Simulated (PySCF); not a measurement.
In(Me)(SMe)2 (C3H9InS2), SMILES C[S][In]([CH3])[S]C. Coordinates come from a B3LYP-D3(BJ)/def2-SVP optimisation. The def2 effective core potentials stand for the cores of In; spin–orbit coupling is left out. One conformer was computed; it need not be the lowest.

Computed equilibrium geometry at B3LYP-D3(BJ)/def2-SVP (PySCF confirms it by a frequency run) as a Z-matrix (one conformer of several):
```
In
C 1 2.1726
H 2 1.0983 1 109.95
H 2 1.0995 3 109.77 1 120.27
H 2 1.0997 3 109.62 4 119.81
S 1 2.4193 2 126.33 3 -6.02
C 6 1.8432 1 100.69 2 -179.83
H 7 1.0985 6 111.52 1 -61.12
H 7 1.0985 8 109.19 6 -123.69
H 7 1.0990 8 108.91 9 -118.81
S 1 2.4332 2 123.42 3 174.05
C 11 1.8430 1 101.63 2 0.04
H 12 1.0991 11 111.83 1 62.30
H 12 1.0991 13 109.42 11 124.52
H 12 1.0993 13 108.38 14 117.98
```
Charge 0, spin multiplicity 1.
